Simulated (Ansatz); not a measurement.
Reaction (silylene formation by 1,1-elimination): `O=C=C([SiH3])[SiH3]` → `O=C=C[SiH3]` + `[SiH2]`

Computed with Ansatz on PBE0-D4/def2-TZVP structures; ΔE is electronic, products minus reactants. CCSD(T)/CBS is the MP2 limit (def2-TZVPP, def2-QZVPP) plus CCSD(T) − MP2 in def2-TZVPP, frozen cores. This one scheme is used for every species. Functionals use def2-TZVPP. B3LYP here is the variant with VWN-RPA as its local correlation; programs differ in this.

| level | ΔE (kJ/mol) |
| --- | --- |
| B3LYP-D4 | 267.8 |
| CCSD/def2-TZVPP | 261.2 |

Q: What does CCSD(T)/CBS give? (Estimate.)

A: Ansatz gave: +274.1 kJ/mol. The listed levels differ from it by -6.3, -12.9 kJ/mol.

Largest T1 diagnostic among the species: 0.016.

In def2-TZVPP, CCSD(T) changes the Hartree–Fock value by +15.1 kJ/mol (the triples alone add +6.0 kJ/mol) and MP2 by +40.3 kJ/mol. The D4 term adds +16.0 kJ/mol with B3LYP and +8.8 kJ/mol with PBE0; it sums over pairs of atoms, weighted by their polarisabilities, and B3LYP, whose exchange is more repulsive, gets the larger term.
